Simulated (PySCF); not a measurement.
Electron attachment to `[NH2][Mn]([NH2])[NH2]` (H6MnN3)

System: `[NH2][Mn]([NH2])[NH2]` (H6MnN3, quintet). Coordinates in Å; atoms count from 1 in this order:
```
Mn   -0.2021    0.0989    0.1343
N     1.6370   -0.1309    0.2072
H     2.0552   -1.0346   -0.0499
H     2.2287    0.6298   -0.1536
N    -0.9496    1.8064   -0.0291
H    -1.2254    2.4098    0.7590
H    -1.0272    2.3677   -0.8888
N    -0.8034   -1.6703    0.1302
H    -0.2219   -2.4674    0.4228
H    -1.4748   -2.0008   -0.5770
```

Energies: PBE0-D3(BJ)/ma-def2-SVP (PySCF, density fitting, integration grid level 2) on BP86-D3(BJ)/ma-def2-SVP structures. Zero-point and thermal terms (298.15 K, 1 bar) come from unscaled GFN2-xTB harmonic frequencies, with soft modes damped to free rotors in the entropy. These were taken at the GFN2-xTB minima.

Frontier levels of the parent: HOMO -6.13 eV, LUMO -2.46 eV.

Reduction to the quartet anion:
| Property | Result |
| --- | --- |
| Vertical electron affinity (electronic) | 0.06 eV |
| Adiabatic electron affinity (with zero-point energy) | 0.27 eV |
| Adiabatic, electronic part | 0.19 eV |
| Vertical gap at the product's structure | 0.24 eV |
| Inner reorganisation energy (four-point) | 178 meV |
| Relaxation of product / of parent | 131 / 47 meV |
| ⟨S²⟩ of the product | 4.265 |
| Largest spin populations | Mn1 3.14, N2 -0.08 |
| Largest changes of atomic charge | Mn1 -0.66 |
| Distances that move most (Å) | Mn1–N8 1.869 → 1.911; Mn1–N5 1.871 → 1.910; Mn1–N2 1.855 → 1.890 |

Reduction to the sextet anion:
* Vertical electron affinity (electronic): 0.57 eV
* Adiabatic electron affinity (with zero-point energy): 1.55 eV
* Adiabatic, electronic part: 1.55 eV
* Vertical gap at the product's structure: 2.42 eV
* Inner reorganisation energy (four-point): 1847 meV
* Relaxation of product / of parent: 980 / 867 meV
* ⟨S²⟩ of the product: 8.759
* Largest spin populations: Mn1 4.75
* Largest changes of atomic charge: N2 -0.22, N8 -0.18, N5 -0.17, Mn1 -0.15
* Distances that move most (Å): Mn1–N2 1.855 → 2.003; Mn1–N8 1.869 → 2.003; Mn1–N5 1.871 → 2.003

Known limits: ma-def2-SVP is a small basis, whose errors can reach tens of kJ/mol; spin-orbit coupling is left out of the energies, which matters for open shells on the heavier atoms; the product is spin contaminated.
